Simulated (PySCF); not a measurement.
These compounds are isomers of formula C₅H₁₂N₂O₂Si.

A. SMILES CC(=O)O[C@@H]1CC[Si]1(N)N
B. SMILES [Si]1(N)(N)[C@@H](C(OC)=O)CC1
C. SMILES C=C(O[SiH2]N(C)C)C(N)=O

Spectrum 1. ¹³C{¹H} NMR (computed): δ 176.6 (C), 82.8 (CH), 23.3 (CH3), 22.4 (CH2), 21.7 (CH2).

Spectrum 2. ¹³C{¹H} NMR (computed): δ 163.9 (C), 156.2 (C), 101.7 (CH2), 38.1 (CH3).

Spectrum 3. ¹³C{¹H} NMR (computed): δ 185.4 (C), 52.9 (CH3), 45.2 (CH), 22.9 (CH2), 17.1 (CH2).

Calculated, not measured (PySCF 2.14.0 with density-fitted response routines): NMR shieldings at PBE0/pcSseg-1/GIAO, geometry from GFN2-xTB. One averaged value for each set of equivalent atoms, non-relativistic, one computed conformer, gas phase.

Shifts are taken against calculated references (same method and geometry level): ¹³C (σref 186.93) against TMS. Acid and N–H amide carbonyl carbons lie up to 10 ppm further downfield in solution (hydrogen bonding). Shifts are as computed. Against solution values, carbons near 30 ppm lie about +3 ppm off and those near 130 ppm about +5 ppm. Of 1309 compounds with measured shifts, 239 miss one by over three times the rms of a fit or turn the order of signals round; such compounds aren't used in these exercises. Groups on amide-type nitrogens are kept apart (slow C–N rotation).

Match each spectrum to its structure.

## Answers

1–A, 2–C, 3–B.

- Spectrum 1 (A): 5 ¹³C signals; δC 176.6 is an ester carbonyl carbon; δC 82.8 is an sp3 CH bonded to O and Si.
- Spectrum 2 (C): 4 ¹³C signals; δC 163.9 is an amide carbonyl carbon; δC 156.2 is an alkene carbon bearing oxygen.
- Spectrum 3 (B): 5 ¹³C signals; δC 185.4 is an ester carbonyl carbon; δC 52.9 is a methyl carbon bonded to O.
